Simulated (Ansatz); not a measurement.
System: vinylidene fluoride, C2H2F2, net charge 0, singlet state. SMILES: C=C(F)F
Geometry: optimised at B3LYP-D3(BJ)/def2-TZVP (Ansatz, a program for electronic structure).

Quantity: atomisation energy (electronic, to ground-state atoms), in kcal/mol. Valence correlation only, unless marked. Open shells are spin-unrestricted. Spin-orbit coupling is left out. Non-relativistic. The coupled-cluster limit lacks core correlation, which all-electron functionals hold. CBS(X,Y): correlation extrapolated as X^-3; Hartree-Fock from the larger set. The bracket is a focal-point correction in the basis named.

| level | program | atomisation energy (kcal/mol) | rough core time |
|---|---|---|---|
| HF/aug-cc-pVDZ | Ansatz | 401.5 | - |
| HF/aug-cc-pVQZ | Ansatz | 412.2 | under 20 s |
| SVWN5/def2-TZVPD | Ansatz | 698.0 | under 20 s |
| revPBE-D3(BJ)/def2-TZVPD | Ansatz + dftd3 | 588.8 | under 20 s |
| r2SCAN-D4/def2-TZVPD | Ansatz + dftd4 | 589.9 | under 20 s |
| B3LYP-D3(BJ)/def2-TZVPD | Ansatz + dftd3 | 585.0 | under 20 s |
| PBE0/def2-SVP | Ansatz | 598.9 | under 20 s |
| PBE0-D3(BJ)/def2-TZVPD | Ansatz + dftd3 | 590.7 | under 20 s |
| BHLYP-D4/def2-TZVPD | Ansatz + dftd4 | 556.3 | under 20 s |
| HSE06-D4/def2-TZVPD | Ansatz + dftd4 | 591.4 | under 20 s |
| CAM-B3LYP-D4/def2-TZVPD | Ansatz + dftd4 | 589.4 | under 20 s |
| wB97X-V/def2-TZVPD | Ansatz | 585.8 | under 20 s |
| PBE-QIDH/def2-TZVPD | Ansatz | 581.4 | under 20 s |
| MP2/6-31G | Ansatz | 491.9 | - |
| MP2/cc-pVDZ | Ansatz | 553.9 | - |
| RI-MP2/CBS(cc-pVTZ,cc-pVQZ) | Ansatz | 604.5 | under 20 s |
| SCS-MP2/aug-cc-pVTZ | Ansatz | 581.1 | - |
| CCSD(T)/6-31G | Ansatz | 483.6 | under 20 s |
| CCSD(T)/cc-pwCVTZ | Ansatz | 569.9 | 40 s |
| CCSD(T) with core electrons/cc-pwCVTZ | Ansatz | 572.4 | - |
| RI-MP2/CBS(aug-cc-pVTZ,aug-cc-pVQZ)+[CCSD(T)-MP2]/aug-cc-pVTZ | Ansatz | 585.4 | 110 s |

Core times are rough, on shared machines, summed over the molecules involved; a dash marks a level read off another run, or run on other hardware, by another program or under a memory cap.
